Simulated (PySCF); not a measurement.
Species: C₃H₇ClSi.
Numbering: `[SiH3:1][CH2:2]/[CH:3]=[CH:4]\[Cl:5]` (hydrogens: H6, H7, H8 on Si1; H9, H10 on C2; H11 on C3; H12 on C4)

The same species was optimised twice, with GFN2-xTB and with PBE0-D3(BJ)/def2-SVP (PySCF), and the same property calculations (PySCF, gas phase) were run on both structures.

```csv
coordinate,GFN2-xTB,PBE0-D3(BJ)/def2-SVP,change
Si1–H6 (Å),1.464,1.496,+0.032
Si1–H8 (Å),1.461,1.492,+0.031
Si1–H7 (Å),1.465,1.495,+0.030
Si1–C2 (Å),1.915,1.899,-0.016
C3–H11 (Å),1.081,1.096,+0.015
C4–H12 (Å),1.077,1.091,+0.014
C2–H9 (Å),1.090,1.102,+0.012
C3=C4 (Å),1.324,1.336,+0.012
C2–H10 (Å),1.090,1.102,+0.012
C2–C3 (Å),1.481,1.488,+0.007
C4–Cl5 (Å),1.727,1.730,+0.003
C2–Si1–H6 (°),107.9,109.9,+2.0
Si1–C2–H10 (°),109.5,107.8,-1.7
C4–C3–H11 (°),117.4,115.8,-1.6
H6–Si1–H8 (°),110.9,109.4,-1.5
H6–Si1–H7 (°),110.0,108.7,-1.3
C3–C2–H10 (°),109.8,111.1,+1.3
Si1–C2–H9 (°),108.8,107.6,-1.2
C2–C3–H11 (°),116.8,117.9,+1.1
Si1–C2–C3–C4 (°),-94,-92,+2
```

Rotational constants: A = 5869, B = 1543, C = 1356 MHz (GFN2-xTB) against A = 5782, B = 1538, C = 1346 MHz (PBE0-D3(BJ)/def2-SVP). Point groups within 0.08 Å: C1 and C1.

On the GFN2-xTB structure: lowest triplet, Tamm–Dancoff (eV) 4.08 [PBE0/def2-SVPD]; isotropic polarisability (au) 78.8 [PBE0/def2-SVPD]; HOMO (eV) -7.05 [PBE0/def2-SVPD]; LUMO (eV) -0.15 [PBE0/def2-SVPD]; dipole (D) 1.58 [PBE0/def2-SVPD].

Task: What do these properties become on the PBE0-D3(BJ)/def2-SVP structure?

Result: 
| property | level | on GFN2-xTB | on PBE0-D3(BJ)/def2-SVP | change |
| --- | --- | --- | --- | --- |
| lowest triplet, Tamm–Dancoff (eV) | PBE0/def2-SVPD | 4.08 | 3.98 | -0.10 |
| isotropic polarisability (au) | PBE0/def2-SVPD | 78.8 | 80.3 | +1.5 |
| HOMO (eV) | PBE0/def2-SVPD | -7.05 | -7.08 | -0.03 |
| LUMO (eV) | PBE0/def2-SVPD | -0.15 | -0.26 | -0.11 |
| dipole (D) | PBE0/def2-SVPD | 1.58 | 1.59 | +0.01 |
| energy, GFN2-xTB geometry as zero (kcal/mol) | PBE0/def2-SVPD | 0.0 | -1.2 | -1.2 |

The heavy atoms differ by 0.017 Å rms after alignment. Among all bonds Si1–H6 and Si1–H8 change most and about equally (+0.031 to +0.032 Å). Changes are differences of the printed values. Neither structure is proved a minimum here.

Shape of the structure used: `[SiH3:1][CH2:2]/[CH:3]=[CH:4]\[Cl:5]`: Si1–C2–C3–C4 -92°.
